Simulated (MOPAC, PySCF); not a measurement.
C3H11NO3Sn, SMILES `C[O][Sn]([NH2])([O]C)[O]C`, neutral singlet in the gas phase. 

Z-matrix (Å, degrees):
```
Sn
O 1 1.9697
C 2 1.4049 1 121.62
H 3 1.1031 2 108.28 1 161.58
H 3 1.1046 4 107.95 2 122.67
H 3 1.1068 4 107.40 5 116.01
O 1 1.9753 2 114.50 3 88.26
C 7 1.4019 1 121.26 2 -67.42
H 8 1.1031 7 108.52 1 -166.25
H 8 1.1067 9 107.52 7 -122.70
H 8 1.1070 9 107.37 10 -115.55
O 1 1.9764 2 102.71 3 -28.56
C 12 1.4024 1 120.55 2 -167.54
H 13 1.1031 12 108.46 1 169.89
H 13 1.1065 14 107.53 12 122.50
H 13 1.1072 14 107.40 15 115.54
N 1 2.0101 2 112.23 3 -151.62
H 17 1.0184 1 112.28 2 12.78
H 17 1.0189 18 108.29 1 123.20
```
Charge 0, multiplicity 1.

All levels are single points at this geometry (PBE0-D4/def2-SVP); Pople sets use spherical d functions. Orbital energies aren't observables, and empty levels follow the basis.

B3LYP-D3(BJ)/def2-TZVP in PySCF gives dipole (D) = 0.33.

Estimate the dipole (D) from each of these levels: PBE-D3(BJ)/def2-TZVP in PySCF; PBE0-D4/def2-TZVP in PySCF; B3LYP/LANL2DZ in PySCF; M06-2X/6-31G* (LANL2DZ on Sn) in PySCF; SVWN5/6-31G* (LANL2DZ on Sn) in PySCF; HF/6-31G* (LANL2DZ on Sn) in PySCF; AM1 in MOPAC; PM3 in MOPAC.


| level | dipole (D) |
|---|---|
| PBE-D3(BJ)/def2-TZVP in PySCF | 0.37 |
| PBE0-D4/def2-TZVP in PySCF | 0.35 |
| B3LYP/LANL2DZ in PySCF | 0.53 |
| M06-2X/6-31G* (LANL2DZ on Sn) in PySCF | 0.27 |
| SVWN5/6-31G* (LANL2DZ on Sn) in PySCF | 0.36 |
| HF/6-31G* (LANL2DZ on Sn) in PySCF | 0.30 |
| AM1 in MOPAC | 0.67 |
| PM3 in MOPAC | 0.39 |
